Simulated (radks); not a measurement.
Problem. The mean radii <r> (bohr) of the occupied orbitals of an atom or ion are listed with their occupations. Calculated with a radial shooting solver on a logarithmic mesh with Libxc functionals: Dirac Kohn-Sham, PBE, spin-unpolarised, spherical densities, point nucleus.

orbital  occ.      <r>
1s1/2       2  0.01834
2s1/2       2  0.07693
2p1/2       2  0.06365
2p3/2       4  0.07161
3s1/2       2   0.2005
3p1/2       2   0.1905
3p3/2       4   0.2053
3d3/2       4   0.1797
3d5/2       6   0.1842
4s1/2       2   0.4494
4p1/2       2   0.4546
4p3/2       4   0.4879
4d3/2       4   0.5048
4d5/2       6   0.5162
5s1/2       2    1.063
5p1/2       2    1.166
5p3/2       4    1.265
4f5/2       6   0.6015
4f7/2       8   0.6110
5d3/2       2    1.811
6s1/2       2    2.901
6p1/2       2    3.722

Name the element and its charge. Open shells, if any, fill j = l - 1/2 first.

Solution. Z = 74, tungsten, charge 0: W in [Xe] 4f14 5d2 6s2 6p2. The 1s radius gives Z: for a bare nucleus <r> = (2 gamma + 1)/(2Z) with gamma = sqrt(1 - (Z/c)^2), 0.01813 bohr for Z = 74, and screening makes it slightly larger (0.01834 here). The occupations add up to 74, and the charge is Z minus that.
